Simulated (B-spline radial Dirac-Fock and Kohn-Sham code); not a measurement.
The L3 (2p3/2) hole of potassium ions: width and yield against charge

Level of theory: independent-particle rates on relativistic LDA orbitals of the hole state (multipoles up to L = 3, Coulomb Auger matrix elements, transition energies from Dirac-Fock); a radial atomic solver. Tabulated ground configurations, configuration averages; single configurations, so decays that open only by mixing (as 1s 2s² with 1s 2p² in Be-like ions) are missing and such tiny yields are far too low.

```tsv
ion	configuration	radiative (eV)	non-radiative (eV)	yield
K	[Ar] 4s1	3.50e-05	0.188	0.000186
K⁺	[Ne] 3s2 3p6	3.34e-05	0.190	0.000176
K⁴⁺	[Ne] 3s2 3p3	4.22e-05	0.0768	0.000548
K⁵⁺	[Ne] 3s2 3p2	4.58e-05	0.0412	0.00111
K⁶⁺	[Ne] 3s2 3p1	4.98e-05	0.0150	0.00332
K⁷⁺	[Ne] 3s2	5.41e-05	0.00341	0.0156
K⁸⁺	[Ne] 3s1	2.86e-05	0	1.00
```

Values without a named source are computed, but for edge energies of neutral atoms, which are taken from tables.
